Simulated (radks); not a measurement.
The numbers below are computed, except where a source is named.
Problem. The table gives one normalised radial function P(r) = r R(r) of Ta35+ in [Kr] 5s2 (r in bohr). Level of theory: scalar-relativistic Kohn-Sham, LDA (Slater exchange, Perdew-Wang correlation), spin-polarised, spherical densities, point nucleus (a radial shooting solver on a logarithmic mesh with Libxc functionals).

r              P
0.000891   0.0998
0.001151   0.1212
0.001487   0.1463
0.001921   0.1750
0.002481   0.2070
0.003205   0.2411
0.00414    0.2749
0.005348   0.3045
0.006908   0.3236
0.008923   0.3234
0.01153    0.2924
0.01489    0.2186
0.01923    0.0928
0.02484   -0.0827
0.03209   -0.2838
0.04146   -0.4536
0.05355   -0.5042
0.06917   -0.3475
0.08936    0.0330
0.1154     0.4933
0.1491     0.7158
0.1926     0.3969
0.2488    -0.3834
0.3214    -0.9620
0.4151    -0.5775
0.5363     0.6257
0.6927     1.4647
0.8948     1.2001
1.156      0.4782
1.493      0.0884
1.929      0.0065

Which n and l does it have? It may be an empty orbital.

Solution. n = 5, l = 0: the number of nodes gives n - l - 1 = 4, the rise at small r (about r^(l+1), flatter next to the nucleus through relativity) gives l, and the extent must fit the shell. The curve is that of 5s. 5s: eigenvalue -1023.4 eV, 4 radial nodes at r = 0.0222, 0.0877, 0.221, 0.473 bohr, <r> = 0.718 bohr, 90 % of the charge inside 0.994 bohr.
